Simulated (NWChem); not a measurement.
Program: NWChem. System: B2, charge 0, spin multiplicity 3, at a geometry optimised with UB3LYP/def2-SVP. The structure started from a generated list of species. Its SCF solution wasn't tested for a lower state. Level: UBLYP/def2-TZVP.

The NWChem input:

```
start mol
memory heap 200 mb stack 900 mb global 1100 mb
geometry units angstroms nocenter noautoz
  B      0.000000     0.000000     0.812935
  B      0.000000     0.000000    -0.812935
  symmetry group D2h
end
basis spherical
  * library def2-tzvp
end
dft
  xc becke88 lyp
  odft
  mult 3
  semidirect memsize 60000000 filesize 0
  iterations 100
end
task dft energy
```

Part of the output:

```
             Northwest Computational Chemistry Package (NWChem) 7.3.0
             --------------------------------------------------------

                                NWChem Input Module
                                -------------------

 Scaling coordinates for geometry "geometry" by  1.889725989
 (inverse scale =  0.529177249)

 Turning off AUTOSYM since
 SYMMETRY directive was detected!

                             Geometry "geometry" -> ""
                             -------------------------

 Output coordinates in angstroms (scale by  1.889725989 to convert to a.u.)

  No.       Tag          Charge          X              Y              Z
 ---- ---------------- ---------- -------------- -------------- --------------
    1 B                    5.0000     0.00000000     0.00000000     0.81293500
    2 B                    5.0000     0.00000000     0.00000000    -0.81293500

 Effective nuclear repulsion energy (a.u.)       8.1368321114

            Nuclear Dipole moment (a.u.)
            ----------------------------
        X                 Y               Z
 ---------------- ---------------- ----------------
     0.0000000000     0.0000000000     0.0000000000

      Symmetry information
      --------------------

 Group name             D2h
 Group number             26
 Group order               8
 No. of unique centers     1

      Symmetry unique atoms

     1


 Summary of "ao basis" -> "" (spherical)
 ------------------------------------------------------------------------------
       Tag                 Description            Shells   Functions and Types
 ---------------- ------------------------------  ------  ---------------------
 *                         def2-tzvp                  on all atoms

                                 NWChem DFT Module
                                 -----------------

 Summary of "ao basis" -> "ao basis" (spherical)
 ------------------------------------------------------------------------------
       Tag                 Description            Shells   Functions and Types
 ---------------- ------------------------------  ------  ---------------------
 B                         def2-tzvp                11       31   5s3p2d1f

 Summary of "ao basis" -> "ao basis" (spherical)
 ------------------------------------------------------------------------------
       Tag                 Description            Shells   Functions and Types
 ---------------- ------------------------------  ------  ---------------------
 B                         def2-tzvp                11       31   5s3p2d1f

      Symmetry analysis of basis
      --------------------------

        ag         14
        au          3
        b1g         3
        b1u        14
        b2g         7
        b2u         7
        b3g         7
        b3u         7

            General Information
            -------------------
          SCF calculation type: DFT
          Wavefunction type:  spin polarized.
          No. of atoms     :     2
          No. of electrons :    10
           Alpha electrons :     6
            Beta electrons :     4
          Charge           :     0
          Spin multiplicity:     3
          Use of symmetry is: on ; symmetry adaption is: on
          Maximum number of iterations: 100
          AO basis - number of functions:    62
                     number of shells:    22
          Convergence on energy requested:  1.00D-06
          Convergence on density requested:  1.00D-05
          Convergence on gradient requested:  5.00D-04

              XC Information
              --------------
                    Becke 1988 Exchange Functional  1.000
              Lee-Yang-Parr Correlation Functional  1.000

             Grid Information
             ----------------
          Grid used for XC integration:  medium
          Radial quadrature: Mura-Knowles
          Angular quadrature: Lebedev.
          Tag              B.-S. Rad. Rad. Pts. Rad. Cut. Ang. Pts.
          ---              ---------- --------- --------- ---------
          B                   0.85       49           9.0       434
          Grid pruning is: on
          Number of quadrature shells:    49
          Spatial weights used:  Erf1

          Convergence Information
          -----------------------
          Convergence aids based upon iterative change in
          total energy or number of iterations.
          Levelshifting, if invoked, occurs when the
          HOMO/LUMO gap drops below (HL_TOL):  1.00D-02
          DIIS, if invoked, will attempt to extrapolate
          using up to (NFOCK): 10 stored Fock matrices.

                    Damping( 0%)  Levelshifting(0.5)       DIIS
                  --------------- ------------------- ---------------
          dE  on:    start            ASAP                start
          dE off:    2 iters        100 iters           100 iters

      Screening Tolerance Information
      -------------------------------
          Density screening/tol_rho:  1.00D-10
          AO Gaussian exp screening on grid/accAOfunc:  14
          CD Gaussian exp screening on grid/accCDfunc:  20
          XC Gaussian exp screening on grid/accXCfunc:  20
          Schwarz screening/accCoul:  1.00D-08

      Superposition of Atomic Density Guess
      -------------------------------------

 Sum of atomic energies:         -49.06942569

      Non-variational initial energy
      ------------------------------

 Total energy =     -49.184842
 1-e energy   =     -80.790247
 2-e energy   =      23.468573
 HOMO         =      -0.110619
 LUMO         =      -0.110619
[...]
                     b2u               1.0          0.0
                     b3g               0.0          0.0
                     b3u               1.0          0.0

                    DFT Final Alpha Molecular Orbital Analysis
                    ------------------------------------------

 Vector    4  Occ=1.000000D+00  E=-2.714769D-01  Symmetry=b1u
              MO Center= -2.1D-16,  2.9D-17,  3.7D-15, r^2= 2.8D+00
   Bfn.  Coefficient  Atom+Function         Bfn.  Coefficient  Atom+Function
  ----- ------------  ---------------      ----- ------------  ---------------
     4      0.358252  1 B  s                 35     -0.358252  2 B  s
     3      0.301160  1 B  s                 34     -0.301160  2 B  s
     5      0.174883  1 B  s                 36     -0.174883  2 B  s
     2     -0.152740  1 B  s                 33      0.152740  2 B  s
     8      0.142038  1 B  pz                39      0.142038  2 B  pz

 Vector    5  Occ=1.000000D+00  E=-2.123645D-01  Symmetry=b2u
              MO Center=  9.7D-32, -7.2D-18, -4.7D-17, r^2= 2.0D+00
   Bfn.  Coefficient  Atom+Function         Bfn.  Coefficient  Atom+Function
  ----- ------------  ---------------      ----- ------------  ---------------
     7      0.323233  1 B  py                38      0.323233  2 B  py
    10      0.267107  1 B  py                41      0.267107  2 B  py
    13      0.118559  1 B  py                44      0.118559  2 B  py

 Vector    6  Occ=1.000000D+00  E=-2.123645D-01  Symmetry=b3u
              MO Center=  5.8D-18, -3.0D-33, -7.2D-17, r^2= 2.0D+00
   Bfn.  Coefficient  Atom+Function         Bfn.  Coefficient  Atom+Function
  ----- ------------  ---------------      ----- ------------  ---------------
     6      0.323233  1 B  px                37      0.323233  2 B  px
     9      0.267107  1 B  px                40      0.267107  2 B  px
    12      0.118559  1 B  px                43      0.118559  2 B  px

 Vector    7  Occ=0.000000D+00  E=-1.892854D-01  Symmetry=ag
              MO Center= -5.8D-17, -5.7D-17, -4.6D-15, r^2= 2.9D+00
   Bfn.  Coefficient  Atom+Function         Bfn.  Coefficient  Atom+Function
  ----- ------------  ---------------      ----- ------------  ---------------
     8      0.351154  1 B  pz                39     -0.351154  2 B  pz
    11      0.245064  1 B  pz                42     -0.245064  2 B  pz
     5      0.180502  1 B  s                 36      0.180502  2 B  s
     4      0.157604  1 B  s                 35      0.157604  2 B  s
    14      0.124504  1 B  pz                45     -0.124504  2 B  pz

 Vector    8  Occ=0.000000D+00  E=-5.413183D-02  Symmetry=b2g
              MO Center=  1.8D-16, -1.8D-32, -2.2D-16, r^2= 3.1D+00
   Bfn.  Coefficient  Atom+Function         Bfn.  Coefficient  Atom+Function
  ----- ------------  ---------------      ----- ------------  ---------------
    12      0.461527  1 B  px                43     -0.461527  2 B  px
     6      0.356324  1 B  px                37     -0.356324  2 B  px
     9      0.329148  1 B  px                40     -0.329148  2 B  px
    23     -0.035020  1 B  d  1              54     -0.035020  2 B  d  1

 Vector    9  Occ=0.000000D+00  E=-5.413183D-02  Symmetry=b3g
              MO Center=  1.6D-32, -7.9D-17, -2.3D-16, r^2= 3.1D+00
   Bfn.  Coefficient  Atom+Function         Bfn.  Coefficient  Atom+Function
  ----- ------------  ---------------      ----- ------------  ---------------
    13      0.461527  1 B  py                44     -0.461527  2 B  py
     7      0.356324  1 B  py                38     -0.356324  2 B  py
    10      0.329148  1 B  py                41     -0.329148  2 B  py
    21      0.035020  1 B  d -1              52      0.035020  2 B  d -1

                     DFT Final Beta Molecular Orbital Analysis
                     -----------------------------------------

 Vector    2  Occ=1.000000D+00  E=-6.610782D+00  Symmetry=b1u
              MO Center=  6.1D-18,  2.9D-18,  3.3D-12, r^2= 7.0D-01
   Bfn.  Coefficient  Atom+Function         Bfn.  Coefficient  Atom+Function
  ----- ------------  ---------------      ----- ------------  ---------------
     2      0.409960  1 B  s                 33     -0.409960  2 B  s
     1      0.350526  1 B  s                 32     -0.350526  2 B  s
     4      0.042058  1 B  s                 11     -0.041897  1 B  pz
    35     -0.042058  2 B  s                 42     -0.041897  2 B  pz

 Vector    3  Occ=1.000000D+00  E=-4.405562D-01  Symmetry=ag
              MO Center=  8.2D-33, -1.7D-32, -3.8D-18, r^2= 1.1D+00
   Bfn.  Coefficient  Atom+Function         Bfn.  Coefficient  Atom+Function
  ----- ------------  ---------------      ----- ------------  ---------------
     3      0.303418  1 B  s                 34      0.303418  2 B  s
     4      0.230028  1 B  s                 35      0.230028  2 B  s
     2     -0.159519  1 B  s                 33     -0.159519  2 B  s
     8     -0.153393  1 B  pz                39      0.153393  2 B  pz
     1     -0.083883  1 B  s                 32     -0.083883  2 B  s

 Vector    4  Occ=1.000000D+00  E=-2.426756D-01  Symmetry=b1u
              MO Center= -2.9D-15, -3.9D-15, -2.2D-15, r^2= 3.0D+00
   Bfn.  Coefficient  Atom+Function         Bfn.  Coefficient  Atom+Function
  ----- ------------  ---------------      ----- ------------  ---------------
     4      0.337472  1 B  s                 35     -0.337472  2 B  s
     3      0.277062  1 B  s                 34     -0.277062  2 B  s
     5      0.170763  1 B  s                 36     -0.170763  2 B  s
     8      0.155132  1 B  pz                39      0.155132  2 B  pz
     2     -0.143589  1 B  s                 33      0.143589  2 B  s

 Vector    5  Occ=0.000000D+00  E=-1.793315D-01  Symmetry=ag
              MO Center= -9.5D-31,  2.9D-30,  1.5D-15, r^2= 3.0D+00
   Bfn.  Coefficient  Atom+Function         Bfn.  Coefficient  Atom+Function
  ----- ------------  ---------------      ----- ------------  ---------------
     8      0.348833  1 B  pz                39     -0.348833  2 B  pz
    11      0.237372  1 B  pz                42     -0.237372  2 B  pz
     5      0.193647  1 B  s                 36      0.193647  2 B  s
     4      0.152585  1 B  s                 35      0.152585  2 B  s
    14      0.137852  1 B  pz                45     -0.137852  2 B  pz

 Vector    6  Occ=0.000000D+00  E=-1.588787D-01  Symmetry=b2u
              MO Center= -5.1D-30,  4.0D-21,  5.2D-18, r^2= 2.3D+00
   Bfn.  Coefficient  Atom+Function         Bfn.  Coefficient  Atom+Function
  ----- ------------  ---------------      ----- ------------  ---------------
     7      0.308027  1 B  py                38      0.308027  2 B  py
    10      0.246867  1 B  py                41      0.246867  2 B  py
    13      0.160184  1 B  py                44      0.160184  2 B  py

 Vector    7  Occ=0.000000D+00  E=-1.588787D-01  Symmetry=b3u
              MO Center=  3.9D-21, -1.8D-30, -2.6D-17, r^2= 2.3D+00
   Bfn.  Coefficient  Atom+Function         Bfn.  Coefficient  Atom+Function
  ----- ------------  ---------------      ----- ------------  ---------------
     6      0.308027  1 B  px                37      0.308027  2 B  px
     9      0.246867  1 B  px                40      0.246867  2 B  px
    12      0.160184  1 B  px                43      0.160184  2 B  px

   alpha - beta orbital overlaps
   -----------------------------

   alpha      1      2      3      4      5      6      7      8      9     10
    beta      1      2      3      4      6      7      5      9      8     10
 overlap   1.000  1.000  1.000  0.998  0.998  0.998  1.000  0.993  0.993  0.992

   alpha     11     12     13     14     15     16     17     18     19     20
    beta     11     13     12     14     16     15     17     18     19     20
 overlap   0.997  0.998  0.998  0.992  0.992  0.992  0.999  1.000  1.000  0.996

   alpha     21     22     23     24     25     26     27     28     29     30
    beta     22     21     23     24     25     26     27     28     29     32
 overlap   1.000  1.000  1.000  1.000  0.999  0.999  0.999  0.999  0.998  1.000

   alpha     31     32     33     34     35     36     37     38     39     40
    beta     31     30     34     33     35     36     39     40     38     37
 overlap   1.000  0.998  1.000  1.000  1.000  1.000  0.999  0.999  1.000  1.000

   alpha     41     42     43     44     45     46     47     48     49     50
    beta     41     42     43     44     45     46     47     48     49     50
 overlap   1.000  1.000  0.999  0.999  0.999  1.000  1.000  0.999  0.999  1.000

   alpha     51     52     53     54     55     56     57     58     59     60
    beta     51     52     54     53     56     55     57     60     59     58
 overlap   1.000  1.000  1.000  1.000  0.999  0.999  1.000  1.000  1.000  1.000

   alpha     61     62
    beta     61     62
 overlap   1.000  1.000

     --------------------------
     Expectation value of S2:
     --------------------------
      <S2> =      2.0049 (Exact =     2.0000)

 center of mass
 --------------
 x =   0.00000000 y =   0.00000000 z =   0.00000000

 moments of inertia (a.u.)
 ------------------
          51.963621650698           0.000000000000           0.000000000000
           0.000000000000          51.963621650698           0.000000000000
           0.000000000000           0.000000000000           0.000000000000

     Multipole analysis of the density
     ---------------------------------

     L   x y z        total         alpha         beta         nuclear
     -   - - -        -----         -----         ----         -------
     0   0 0 0     -0.000000     -6.000000     -4.000000     10.000000

     1   1 0 0     -0.000000     -0.000000     -0.000000      0.000000
     1   0 1 0     -0.000000     -0.000000     -0.000000      0.000000
     1   0 0 1      0.000000      0.000000      0.000000      0.000000

     2   2 0 0     -9.982622     -7.230995     -2.751627      0.000000
     2   1 1 0     -0.000000     -0.000000     -0.000000      0.000000
     2   1 0 1     -0.000000      0.000000     -0.000000      0.000000
     2   0 2 0     -9.982622     -7.230995     -2.751627      0.000000
     2   0 1 1     -0.000000      0.000000     -0.000000      0.000000
     2   0 0 2     -9.256146    -18.856821    -13.999179     23.599854

 Task  times  cpu:        0.8s     wall:        0.8s

 Total times  cpu:        0.9s     wall:        0.9s
```
